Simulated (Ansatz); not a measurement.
Two isomers of CH4FNOSi: A = `OC1(F)N[SiH2]1`, B = `NC1(F)O[SiH2]1`.

Program: Ansatz. Geometries: PBE0-D4/def2-TZVP. ΔE: electronic, gas phase. CCSD(T)/CBS adds triple-zeta CCSD(T) − MP2 to the extrapolated MP2 energy (def2 sets, frozen cores). Functionals use def2-TZVPP. B3LYP here is the variant with VWN-RPA as its local correlation; programs differ in this. Each species was taken in one conformer, which may not be the lowest.

(1) Which isomer does CCSD(T)/CBS put lower? Give the gap. (Best estimate.)

(2) Give E(B) − E(A) in kJ/mol with CCSD/def2-TZVPP, r2SCAN-D4, PBE-D4, BLYP-D4, B3LYP-D4, LDA (SPW92), PBE0-D4. (Estimate.)

(3) Does the order hold for the free energy at 298.15 K (harmonic terms from PBE0-D4)? (Best estimate.)

Largest T1 diagnostic: 0.014.

## Answers

(1) Ansatz gave: B, by 54.8 kJ/mol.

(2) Ansatz gave: CCSD/def2-TZVPP -54.8, r2SCAN-D4 -55.6, PBE-D4 -51.8, BLYP-D4 -56.1, B3LYP-D4 -54.6, LDA (SPW92) -47.5, PBE0-D4 -50.3. None reverses the order clearly.

(3) The calculation gave: Yes: G(B) − G(A) = -51.1 kJ/mol, for one conformer each.

Leaving LDA and LC-ωPBE aside and taking each functional with its dispersion term where it has one, the values, not all of them listed here, spread over 6.2 kJ/mol, from B2PLYP to HSE06-D4. LDA lies +4.5 kJ/mol from PBE without D4. At CCSD(T), def2-SVP lies +6.4 kJ/mol from the extrapolated value and def2-TZVPP −0.4 kJ/mol.
